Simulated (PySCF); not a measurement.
Si(H)3(NCO) (CH3NOSi), SMILES O=C=N[SiH3].

Geometry optimised at PBE0-D3(BJ)/def2-SVP.

All values below come from PBE0-D3(BJ)/def2-SVP in PySCF 2.14.0.

Frequencies are harmonic and unscaled.

Modes within 1.5 cm⁻¹ of each other (mostly degenerate sets) share a row, with their intensities summed.

| mode | ν (cm⁻¹) | IR (km/mol) | moving atoms (share of kinetic energy) |
|---|---|---|---|
| 1–2 | 76 | 1.8 | N 63 %, O 18 %, H 10 % |
| 3 | 610 | 81.2 | Si 51 %, O 27 %, C 12 % |
| 4–5 | 625 | 51.8 | C 73 %, O 15 %, N 11 % |
| 6–7 | 713 | 125.9 | H 84 %, Si 9 % |
| 8–9 | 946 | 133.5 | H 96 % |
| 10 | 964 | 388.4 | H 92 %, Si 8 % |
| 11 | 1552 | 27.6 | N 56 %, O 40 % |
| 12 | 2253 | 134.0 | H 98 % |
| 13–14 | 2257 | 231.2 | H 96 % |
| 15 | 2497 | 1468.9 | C 69 %, N 19 %, O 11 % |
